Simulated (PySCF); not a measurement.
**Steps of a relaxation of ReO3F**

ReO3F (singlet). PySCF 2.14.0, RKS PBE, Re def2-SVP with ECP60, O def2-SVP, F def2-SVP; non-relativistic Hamiltonian with scalar-relativistic core potentials where named; density fitting; no spin-orbit coupling. Origin of the start: template. Columns: position (Å) and force (eV/Å). Energies are counted from the last step; some of the 6 steps are shown. Forces carry noise of the integration grid, about 0.01 to 0.03 eV/Å.

Run from Python with OMP_NUM_THREADS=2. Where DIIS fails, smearing, a level shift and second-order steps follow.
It took 17 s on 2 threads of Arm Neoverse V1, on a shared host, from the converged density of the start.

```xyz
5
step 0  E = 8.252 eV
Re    0.0197   -0.0197    0.0197   -11.07   11.07  -11.07
O     0.8742    0.8348    0.8742    15.71   15.07   15.71
O    -0.8348   -0.8742    0.8742   -15.07  -15.71   15.71
O     0.8742   -0.8742   -0.8348    15.71  -15.71  -15.07
F    -0.9634    0.9634   -0.9634    -5.28    5.28   -5.28
```

```xyz
5
step 2  E = 0.012 eV
Re    0.0040   -0.0040    0.0040    -0.66    0.66   -0.66
O     1.0049    0.9553    1.0049     0.13    0.03    0.13
O    -0.9553   -1.0049    1.0049    -0.03   -0.13    0.13
O     1.0049   -1.0049   -0.9553     0.13   -0.13   -0.03
F    -1.0884    1.0884   -1.0884     0.42   -0.42    0.42
```

```xyz
5
step 3  E = 0.001 eV
Re   -0.0017    0.0017   -0.0017    -0.21    0.21   -0.21
O     1.0046    0.9535    1.0046     0.05    0.03    0.05
O    -0.9535   -1.0046    1.0046    -0.03   -0.05    0.05
O     1.0046   -1.0046   -0.9535     0.05   -0.05   -0.03
F    -1.0839    1.0839   -1.0839     0.14   -0.14    0.14
```

Question: Where does the relaxation end?

Answer: It converges at step 5 in C3v:
```xyz
5
step 5  E = 0
Re   -0.0037    0.0037   -0.0037
O     1.0044    0.9538    1.0044
O    -0.9538   -1.0044    1.0044
O     1.0044   -1.0044   -0.9538
F    -1.0813    1.0813   -1.0813
```

Question: How did the contacts change?

Answer: 
| contact | start (Å) | end (Å) |
| --- | --- | --- |
| Re1–O2 (O) | 1.480 | 1.713 |
| Re1–O3 (O) | 1.480 | 1.713 |
| Re1–O4 (O) | 1.480 | 1.713 |
| Re1–F5 (F) | 1.703 | 1.867 |
